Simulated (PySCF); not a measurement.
Ge(H)(Br)(NH2)2 (BrGeH₅N₂), SMILES [NH2][GeH]([Br])[NH2]. Atoms are numbered in the order given.

```xyz
9

Ge     0.2140    -0.4996     0.6424
N     -1.0835    -1.7488     0.8992
N      1.5508    -1.3738    -0.2475
Br    -0.3316     1.2611    -0.8055
H      0.4952     0.1629     2.0030
H     -1.3732    -2.2286     0.0462
H     -1.9101    -1.4291     1.4040
H      2.2140    -0.7498    -0.7071
H      2.0627    -2.0469     0.3249
```

Coordinates come from a TPSSh-D3(BJ)/def2-SVP optimisation. The structure was generated by enumeration, and PubChem lists no compound with its InChIKey, so it may never have been made. Other conformers were not sampled.

Method: PBE/pcSseg-1 in PySCF.

GIAO shieldings, no solvent; atoms listed in one row are averaged. δ = σ(ref) − σ: ⁷³Ge against GeH4 (σ = 1614.4 ppm); ¹⁵N against NH3 (σ = 267.0 ppm); ¹H against TMS (σ = 31.49 ppm), references at their B3LYP-D3(BJ)/def2-TZVP geometries, non-relativistic (without spin–orbit terms, shifts of atoms bonded to Cl or Br come out too high).

```json
[
 {"nucleus": "⁷³Ge", "atoms": "Ge1", "count": "1", "δ (ppm)": "420.8"},
 {"nucleus": "¹⁵N", "atoms": "N2", "count": "1", "δ (ppm)": "55.0"},
 {"nucleus": "¹⁵N", "atoms": "N3", "count": "1", "δ (ppm)": "40.4"},
 {"nucleus": "¹H", "atoms": "H5", "count": "1", "δ (ppm)": "6.90"},
 {"nucleus": "¹H", "atoms": "H6", "count": "1", "δ (ppm)": "1.40"},
 {"nucleus": "¹H", "atoms": "H7", "count": "1", "δ (ppm)": "1.25"},
 {"nucleus": "¹H", "atoms": "H9", "count": "1", "δ (ppm)": "0.92"},
 {"nucleus": "¹H", "atoms": "H8", "count": "1", "δ (ppm)": "0.79"}
]
```
